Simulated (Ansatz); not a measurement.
Consider the ligand exchange at the Si–O bond: `C[SiH](F)O[SiH2]O` + `OC=S` → `O[SiH2]OC=S` + `C[SiH](O)F`.

Program: Ansatz. Geometries: PBE0-D4/def2-TZVP. ΔE: electronic, gas phase. CBS: MP2 limit from def2 TZ/QZ plus the TZ coupled-cluster correction, frozen cores. This one scheme is used for every species. DFT in def2-TZVPP. One conformer a species, not always the lowest.

```
         level  ΔE (kcal/mol)
       ωB97X-V            7.2
       ωB97M-V            7.2
          PBE0            6.7
MP2/def2-QZVPP            6.6
```

Question: What does CCSD(T)/CBS give? (Best estimate.)

Answer: The calculation gave: +6.9 kcal/mol. The listed levels differ from it by 0.3, 0.3, -0.2, -0.3 kcal/mol.

Largest T1 diagnostic among the species: 0.018.

The D4 term adds +0.9 kcal/mol with B3LYP and +0.5 kcal/mol with PBE0; it sums over pairs of atoms, weighted by their polarisabilities, and B3LYP, whose exchange is more repulsive, gets the larger term. In def2-TZVPP, CCSD(T) changes the Hartree–Fock value by −0.7 kcal/mol (the triples alone add −0.2 kcal/mol) and MP2 by −1.0 kcal/mol.

B3LYP here is the variant with VWN-RPA as its local correlation; programs differ in this.
